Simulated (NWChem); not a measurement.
Molecule: CH4OSn, singlet; SMILES C[O][SnH]

```xyz
7

Sn    -0.0268    -0.6286     0.0020
H     -1.7736    -0.1852    -0.0025
O      0.5744     1.2729     0.0018
C     -0.1943     2.4338     0.0030
H      0.0275     3.0443     0.8985
H      0.0453     3.0572    -0.8790
H     -1.2845     2.2356    -0.0090
```
Atoms are numbered in this order, from 1.

Level: PBE0/def2-SVP with def2 effective core potentials on Sn (NWChem), optimised geometry, unscaled harmonic frequencies. Low-valent species are run as closed-shell singlets; no triplet was tried in these runs. def2 effective core potentials on Sn; no spin-orbit coupling.

List the harmonic frequencies with IR intensities, and the thermochemistry.


```
frequency (cm⁻¹)  IR intensity (km/mol)
----------------  ---------------------
128                                 3.5
235                                 4.8
277                                17.1
528                                78.0
632                                44.8
1158                              182.7
1171                                2.7
1187                               20.8
1460                               45.0
1465                                1.1
1470                                4.4
1661                              483.8
2985                              102.2
3068                               38.0
3077                               42.0
```

* **zero-point energy**: 29.3 kcal/mol
* **thermal correction to the enthalpy at 298.15 K (with zero-point energy)**: 33.0 kcal/mol
* **heat capacity Cv**: 14.5 cal/(mol K)
* **entropy at 298.15 K and 1 atm (symmetry number 1)**: 72.7 cal/(mol K)

Rigid rotor and harmonic oscillator.
